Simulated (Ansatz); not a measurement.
Mulliken charges of `C[S][Hf]([Cl])([Cl])[Cl]` from r2SCAN/def2-TZVPP in Ansatz (PBE0-D4/def2-TZVP geometry).

```csv
atom,x (Å),y (Å),z (Å),charge (e)
C1,-0.044,-1.342,0.817,-0.102
S2,1.369,-0.815,-0.216,-0.213
Hf3,0.191,1.177,-0.795,0.764
Cl4,-1.808,0.593,-1.850,-0.252
Cl5,1.571,2.387,-2.215,-0.225
Cl6,-0.272,2.374,1.156,-0.252
H7,0.299,-1.454,1.844,0.099
H8,-0.882,-0.632,0.827,0.082
H9,-0.423,-2.287,0.433,0.099
```

By hand: the dipole of these point charges (1 e Å = 4.8032 D).

Σ q r = (-0.055, -0.497, 0.322) e Å, of length 0.595 e Å = 2.86 D.

How does the dipole of the full density compare? (Best estimate.)

The calculation gave: (-0.102, -0.327, 0.246) e Å, 2.03 D; the point charges give 1.41 times that, at 10° from its direction.

Point charges leave out the atoms' own dipoles, such as those of lone pairs, and Mulliken's split depends on the basis, so the two needn't agree.
